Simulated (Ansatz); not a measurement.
**Ligand exchange: SiH2(CH3)(OH) + C3H9BO → SiH(CH3)(OH)2 + C3H9B**

Species: SiH2(CH3)(OH), singlet; C3H9BO `CC(C)BO`, singlet; SiH(CH3)(OH)2, singlet; C3H9B `BC(C)C`, singlet. The partners trade H for OH: Si–H and B–OH bonds give way to Si–OH and B–H.

Shapes, held fixed at every level: PBE0-D4/def2-TZVP. Flexible molecules stand in one conformer, not always the lowest. Programs: Ansatz 0.2.0. The zero-point and thermal change to 298 K, harmonic and unscaled (PBE0-D4/def2-TZVP), is -4.2 kJ/mol.

| level | kind | ΔH(298 K) (kJ/mol) | less CCSD(T)/CBS estimate | CPU time (sum over the molecules) |
| --- | --- | --- | --- | --- |
| HF/def2-TZVPP | Hartree–Fock | +16.3 | -6.4 | – |
| SPW92/def2-TZVPP | LDA | +35.4 | +12.7 | 17 s |
| BHLYP-D4/def2-TZVPP | global hybrid | +20.7 | -2.0 | 44 s |
| r2SCAN0-D4/def2-TZVPP | global hybrid | +22.7 | 0.0 | 59 s |
| CCSD(T)/def2-SVP | coupled cluster or CI | +58.2 | +35.5 | 70 s |
| CCSD/def2-TZVPP | coupled cluster or CI | +23.9 | +1.2 | – |
| CCSD(T)/CBS estimate | coupled cluster or CI | +22.7 | 0.0 | 44 min |

The highest level, CCSD(T)/CBS estimate, gives ΔH(298 K) = +22.7 kJ/mol; the levels span +16.3 to +58.2. The column of differences is taken from that level and isn't an error. No measured value is set beside it here. The CBS estimate extrapolates MP2 from def2-TZVPP and def2-QZVPP and adds CCSD(T) − MP2 in the triple-zeta set, cores frozen. Times are processor times on shared x86 and Arm servers, and rough.
